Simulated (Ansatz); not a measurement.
Molecule: C4H14Si2, charge 0, multiplicity 1. 
Structure (B3LYP-D3(BJ)/def2-TZVP (Ansatz, a first-principles code) minimum search):
SMILES: CC(C)C([SiH3])[SiH3]
```xyz
20

C     -2.2358    -0.2077     0.9768
C     -1.2309     0.4059     0.0006
C     -1.4649    -0.1166    -1.4181
C      0.2326     0.1933     0.4834
Si     1.4136     1.4723    -0.2388
Si     0.9293    -1.5483     0.2742
H     -3.2601    -0.0078     0.6550
H     -2.1119     0.2049     1.9800
H     -2.1121    -1.2906     1.0415
H     -1.4206     1.4861    -0.0146
H     -0.7534     0.3031    -2.1301
H     -1.3732    -1.2053    -1.4578
H     -2.4702     0.1374    -1.7586
H      0.2646     0.3810     1.5647
H      1.4776     1.3777    -1.7165
H      2.7821     1.2747     0.2976
H      0.9515     2.8369     0.1189
H      2.1156    -1.6934     1.1509
H     -0.0536    -2.5963     0.6416
H      1.3565    -1.7938    -1.1245
```
Charge 0, spin multiplicity 1.

Basis-set convergence of Hartree-Fock and CCSD(T) correlation energies (hartree) with Ansatz. Correlated levels leave the core frozen unless marked. Spin-orbit coupling is left out. Non-relativistic.

```
basis        functions       E(HF)  E(corr, CCSD(T))
-----------  ---------  ----------  ----------------
cc-pV(D+d)Z        172  -737.50008          -0.92146
cc-pV(T+d)Z        394  (withheld)        (withheld)
```

Question: Fill in the missing entries.

Answer: 
- cc-pV(T+d)Z, E(HF): -737.56935
- cc-pV(T+d)Z, E(corr, CCSD(T)): -1.09927
